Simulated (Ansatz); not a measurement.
Total energies of CH$_{8}$BGaSi (`C[B]([SiH3])[GaH2]`).

Z-matrix (Å, degrees):
```
C
B 1 1.561
H 1 1.093 2 115.3
H 1 1.092 2 116.5 3 130.6
H 1 1.105 2 102.8 3 -114.3
Si 2 2.024 1 118.6 3 30.7
Ga 2 2.074 1 124.7 3 -154.8
H 6 1.492 2 113.6 1 -36.0
H 6 1.491 2 113.7 1 -160.0
H 6 1.495 2 106.6 1 82.6
H 7 1.577 2 123.4 1 -89.7
H 7 1.578 2 121.1 1 93.8
```

The species carries charge 0 and has multiplicity 1. Correlated methods include outer-core shells of Ga, which these sets cover unevenly. Scalar relativity is left out up to krypton. Geometry: relaxed with PBE0-D4/def2-TZVP. Basis def2-TZVPP, Ansatz 0.2.0.

RPA on PBE orbitals: Hartree–Fock energy of these orbitals -2279.30526 Eh, correlation -1.14093 Eh (frozen core).

```tsv
functional	energy without D4 (Eh)	D4 term (kJ/mol)
r2SCAN	-2282.00877	-6.2
CAM-B3LYP	-2282.17040	-22.3
```

Task: Give the same for LDA (SPW92), PBE, revPBE, BLYP, B97M-V, PBE0, B3LYP, r2SCANh, r2SCAN0, HSE06 (plane-wave form), BHLYP, LC-ωPBE, ωB97X-V, ωB97M-V, B2PLYP, PBE-QIDH. (An estimate is asked.)

Result: Ansatz gave: 
```csv
functional,energy without D4 (Eh),D4 term (kJ/mol)
LDA (SPW92),-2277.18206,–
PBE,-2281.53585,-25.1
revPBE,-2281.87255,-67.9
BLYP,-2282.10811,-53.7
B97M-V,-2281.67026,–
PBE0,-2281.62501,-21.5
B3LYP,-2282.18051,-40.7
r2SCANh,-2281.99478,-6.7
r2SCAN0,-2281.97535,-7.4
HSE06 (plane-wave form),-2281.61240,-20.3
BHLYP,-2282.02625,-34.2
LC-ωPBE,-2281.70800,–
ωB97X-V,-2281.85491,–
ωB97M-V,-2281.90831,–
B2PLYP,-2281.53106,–
PBE-QIDH,-2281.19064,–
```

B3LYP takes the VWN-RPA correlation (the form of Gaussian; ORCA's B3LYP/G). HSE06 is the plane-wave form, built on full-range PBE exchange. The double hybrids freeze the cores in their second-order part.

LC-ωPBE has ω = 0.4 bohr⁻¹.
